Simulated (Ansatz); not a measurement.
Consider the formal hydrolysis of the Si–F bond: `F[SiH2]SS` + H₂O → `O[SiH2]SS` + H–F.

Calculated with Ansatz (gas phase, PBE0-D4/def2-TZVP geometries, no zero-point term in ΔE). CBS: MP2 limit from def2 TZ/QZ plus the TZ coupled-cluster correction, frozen cores. This one scheme is used for every species. DFT in def2-TZVPP. B3LYP here is the variant with VWN-RPA as its local correlation; programs differ in this. One conformer a species, not always the lowest.

| level | ΔE (kJ/mol) | difference from CCSD(T)/CBS |
| --- | --- | --- |
| LDA (SPW92) | 33.6 | -3.2 |
| revPBE-D4 | 33.3 | -3.5 |
| r2SCAN-D4 | 37.8 | 1.0 |
| PBE0-D4 | 34.9 | -1.9 |
| B3LYP-D4 | 35.9 | -0.9 |
| BHLYP-D4 | 36.5 | -0.3 |
| CAM-B3LYP-D4 | 37.2 | 0.4 |
| PBE-QIDH | 35.7 | -1.1 |
| PBE | 38.0 | 1.2 |
| r2SCAN0 | 37.5 | 0.7 |
| BHLYP | 39.6 | 2.8 |
| CCSD/def2-SVP | 33.3 | -3.5 |
| CCSD/def2-TZVPP | 36.3 | -0.5 |
| CCSD(T)/def2-TZVPP | 35.5 | -1.3 |
| MP2/def2-QZVPP | 35.8 | -1.0 |
| HF/CBS(def2) | 41.0 | 4.2 |
| CCSD(T)/CBS | 36.8 | 0 |

Largest T1 diagnostic among the species: 0.012.

In def2-TZVPP, CCSD(T) changes the Hartree–Fock value by −4.1 kJ/mol (the triples alone add −0.8 kJ/mol) and MP2 by −5.0 kJ/mol. Leaving LDA and LC-ωPBE aside and taking each functional with its dispersion term where it has one, the values, not all of them listed here, spread over 6.6 kJ/mol, from revPBE-D4 to B97M-V. LDA lies −4.5 kJ/mol from PBE without D4.
